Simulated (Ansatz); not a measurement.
Reactions of `C[O][Mg][F]`.

Program: Ansatz. Geometries: PBE0-D4/def2-TZVP. ΔE: electronic, gas phase. CCSD(T)/CBS adds triple-zeta CCSD(T) − MP2 to the extrapolated MP2 energy (def2 sets, frozen cores). This one scheme is used for every species. Functionals use def2-TZVPP. For Ge, Mg outer-core shells are correlated without core-valence functions, which leaves a few kJ/mol of doubt a bond. Scalar relativity is left out up to krypton. One conformer a species, not always the lowest.

```tsv
reaction	ωB97M-V (kJ/mol)	CCSD(T)/CBS(def2) (kJ/mol)
`C[O][Mg][F]` + CH₃OH → `C[O][Mg][O]C` + H–F	65	58
`C[O][Mg][F]` + `O[SiH](Cl)[GeH3]` → `CO[SiH](Cl)[GeH3]` + `[OH][Mg][F]`	2	1
`C[O][Mg][F]` + CH₄ → `[CH3][Mg][F]` + CH₃OH	126	130
`C[O][Mg][F]` + `CNC` → `C[N](C)[Mg][F]` + CH₃OH	74	73
`C[O][Mg][F]` + `[NH2][AlH][NH2]` → `[CH3][Al]([NH2])[NH2]` + `[OH][Mg][F]`	-100	-102
`C[O][Mg][F]` + `O[SiH3]` → `[F][Mg][O][SiH3]` + CH₃OH	-35	-39
```

Largest T1 diagnostic: 0.012, for `[F][Mg][O][SiH3]`.
